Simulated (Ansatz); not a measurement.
Geometry optimisation of C2H9FN2Si, SMILES `CC[Si](N)(N)F`.

```yaml
crystal:
  periodic: [false, false, false]
  atoms:
    - {symbol: C, position_ang: [-0.021890, -0.419340, -1.854910]}
    - {symbol: C, position_ang: [0.211200, 0.796280, -0.962190]}
    - {symbol: Si, position_ang: [0.026120, 0.417770, 0.889050]}
    - {symbol: N, position_ang: [-1.453620, -0.213040, 1.493540]}
    - {symbol: N, position_ang: [1.233800, -0.710690, 1.348460]}
    - {symbol: F, position_ang: [0.124390, 1.854010, 1.652040]}
    - {symbol: H, position_ang: [0.120480, -0.164860, -2.904400]}
    - {symbol: H, position_ang: [0.667690, -1.218940, -1.597440]}
    - {symbol: H, position_ang: [-1.035090, -0.795590, -1.731800]}
    - {symbol: H, position_ang: [-0.491060, 1.582420, -1.244840]}
    - {symbol: H, position_ang: [1.206650, 1.194570, -1.163850]}
    - {symbol: H, position_ang: [-1.777470, -1.102090, 1.154320]}
    - {symbol: H, position_ang: [-2.224650, 0.421770, 1.615460]}
    - {symbol: H, position_ang: [2.173740, -0.594960, 1.009840]}
    - {symbol: H, position_ang: [1.239710, -1.047310, 2.296720]}
basis:
  gaussian: {orbitals: def2-TZVP}
hamiltonian: {xc: pbe0, dispersion: d4}
relax: {f_tol: 0.005, max_steps: 150}
```

```sh
$ ansatz run in.yaml --threads 2 --pin off --events-out ev --progress --plain --max-ram 22528MiB --backend cuda --devices 0, --max-vram 18GiB
```

Shortened log:

```
Functional definition: PBE0
mean field -15791.13831581 eV, -580.3136294881 hartree, gradient 5.6e-5 eV, S^2 0.000000; 0 other end points of the search recorded, 0 dependent functions left out
relax step   1: F+E_penalty+E_count = -15791.41900042 eV  Δ(F+E_penalty+E_count) = +0.000e0 eV  max|allowed force component| = 4.902e-1 eV/Å  Δτ_max = 0.0000 Å  (28 SCF iters, accepted)
mean field -15791.17252301 eV, -580.3148865795 hartree, gradient 9.0e-6 eV, S^2 0.000000; 0 other end points of the search recorded, 0 dependent functions left out
relax step   2: F+E_penalty+E_count = -15791.45458245 eV  Δ(F+E_penalty+E_count) = -3.558e-2 eV  max|allowed force component| = 3.387e-1 eV/Å  Δτ_max = 0.0497 Å  (32 SCF iters, accepted)
mean field -15791.18152490 eV, -580.3152173929 hartree, gradient 8.9e-6 eV, S^2 0.000000; 0 other end points of the search recorded, 0 dependent functions left out
relax step   3: F+E_penalty+E_count = -15791.46439551 eV  Δ(F+E_penalty+E_count) = -9.813e-3 eV  max|allowed force component| = 1.068e-1 eV/Å  Δτ_max = 0.0254 Å  (32 SCF iters, accepted)
mean field -15791.16411101 eV, -580.3145774440 hartree, gradient 1.1e-5 eV, S^2 0.000000; 0 other end points of the search recorded, 0 dependent functions left out
relax step   4: F+E_penalty+E_count = -15791.44823838 eV  Δ(F+E_penalty+E_count) = +1.616e-2 eV  max|allowed force component| = 6.143e-1 eV/Å  Δτ_max = 0.1028 Å  (30 SCF iters, rejected (line search))
mean field -15791.18548123 eV, -580.3153627853 hartree, gradient 2.4e-5 eV, S^2 0.000000; 0 other end points of the search recorded, 0 dependent functions left out
relax step   5: F+E_penalty+E_count = -15791.46842103 eV  Δ(F+E_penalty+E_count) = -4.026e-3 eV  max|allowed force component| = 6.194e-2 eV/Å  Δτ_max = 0.0514 Å  (29 SCF iters, accepted)
mean field -15791.18626866 eV, -580.3153917226 hartree, gradient 9.0e-6 eV, S^2 0.000000; 0 other end points of the search recorded, 0 dependent functions left out
relax step   6: F+E_penalty+E_count = -15791.46906804 eV  Δ(F+E_penalty+E_count) = -6.470e-4 eV  max|allowed force component| = 1.099e-1 eV/Å  Δτ_max = 0.0319 Å  (30 SCF iters, accepted)
mean field -15791.18751120 eV, -580.3154373852 hartree, gradient 2.1e-5 eV, S^2 0.000000; 0 other end points of the search recorded, 0 dependent functions left out
relax step   7: F+E_penalty+E_count = -15791.47041632 eV  Δ(F+E_penalty+E_count) = -1.348e-3 eV  max|allowed force component| = 3.243e-2 eV/Å  Δτ_max = 0.0119 Å  (30 SCF iters, accepted)
mean field -15791.18734043 eV, -580.3154311096 hartree, gradient 2.1e-5 eV, S^2 0.000000; 0 other end points of the search recorded, 0 dependent functions left out
relax step   8: F+E_penalty+E_count = -15791.47041605 eV  Δ(F+E_penalty+E_count) = +2.757e-7 eV  max|allowed force component| = 1.868e-2 eV/Å  Δτ_max = 0.0090 Å  (31 SCF iters, rejected (line search))
mean field -15791.18755836 eV, -580.3154391185 hartree, gradient 2.1e-5 eV, S^2 0.000000; 0 other end points of the search recorded, 0 dependent functions left out
relax step   9: F+E_penalty+E_count = -15791.47049312 eV  Δ(F+E_penalty+E_count) = -7.680e-5 eV  max|allowed force component| = 9.525e-3 eV/Å  Δτ_max = 0.0044 Å  (31 SCF iters, accepted)
mean field -15791.18758483 eV, -580.3154400912 hartree, gradient 2.1e-5 eV, S^2 0.000000; 0 other end points of the search recorded, 0 dependent functions left out
relax step  10: F+E_penalty+E_count = -15791.47050686 eV  Δ(F+E_penalty+E_count) = -1.374e-5 eV  max|allowed force component| = 5.901e-3 eV/Å  Δτ_max = 0.0025 Å  (31 SCF iters, accepted)
mean field -15791.18756769 eV, -580.3154394612 hartree, gradient 2.1e-5 eV, S^2 0.000000; 0 other end points of the search recorded, 0 dependent functions left out
relax step  11: F+E_penalty+E_count = -15791.47050962 eV  Δ(F+E_penalty+E_count) = -2.763e-6 eV  max|allowed force component| = 5.550e-3 eV/Å  Δτ_max = 0.0026 Å  (31 SCF iters, accepted)
mean field -15791.18760987 eV, -580.3154410113 hartree, gradient 2.1e-5 eV, S^2 0.000000; 0 other end points of the search recorded, 0 dependent functions left out
relax step  12: F+E_penalty+E_count = -15791.47051828 eV  Δ(F+E_penalty+E_count) = -8.658e-6 eV  max|allowed force component| = 4.665e-3 eV/Å  Δτ_max = 0.0033 Å  (31 SCF iters, accepted)
mean field -15791.18760987 eV, -580.3154410113 hartree, gradient 2.1e-5 eV, S^2 0.000000; 1 other end points of the search recorded, 0 dependent functions left out
Total energy: -15791.47055325 eV, -580.3258389887 hartree
Atom 0 at    -0.029091    -0.414118    -1.841144 Å, force    -0.000370     0.001183    -0.000263 eV/Å
Atom 1 at     0.234839     0.788822    -0.938914 Å, force     0.000107    -0.001770     0.000522 eV/Å
Atom 2 at     0.024084     0.443336     0.878832 Å, force    -0.000189     0.000731    -0.000539 eV/Å
Atom 3 at    -1.460439    -0.200172     1.412403 Å, force    -0.002519     0.004665     0.001045 eV/Å
Atom 4 at     1.230407    -0.655035     1.357737 Å, force     0.000838    -0.000081    -0.000312 eV/Å
Atom 5 at     0.089058     1.882651     1.594436 Å, force    -0.000392    -0.001528     0.000152 eV/Å
Atom 6 at     0.094622    -0.163834    -2.897823 Å, force     0.000079    -0.000299    -0.000223 eV/Å
Atom 7 at     0.648987    -1.240728    -1.615003 Å, force     0.000075     0.001043     0.000356 eV/Å
Atom 8 at    -1.048342    -0.787771    -1.711039 Å, force    -0.000244    -0.000742    -0.000183 eV/Å
Atom 9 at    -0.440215     1.612803    -1.195952 Å, force    -0.000082    -0.000307    -0.000384 eV/Å
Atom 10 at     1.246383     1.178678    -1.105356 Å, force     0.000361     0.000672     0.000216 eV/Å
Atom 11 at    -1.722748    -1.152436     1.227320 Å, force    -0.000493    -0.002275    -0.000179 eV/Å
Atom 12 at    -2.254476     0.389052     1.594850 Å, force     0.003659    -0.001434    -0.000670 eV/Å
Atom 13 at     2.151607    -0.636275     0.953861 Å, force    -0.000423     0.000208    -0.000459 eV/Å
Atom 14 at     1.235324    -1.044974     2.285793 Å, force    -0.000407    -0.000067     0.000922 eV/Å
Dipole moment:    -0.018391    -0.344514    -0.123280 e Å
```

Hardware: 2 threads of an AMD EPYC 7R13 on a shared host and a share of an NVIDIA H100 80 GB. Wall time 35 s, peak host memory 0.91 GiB.
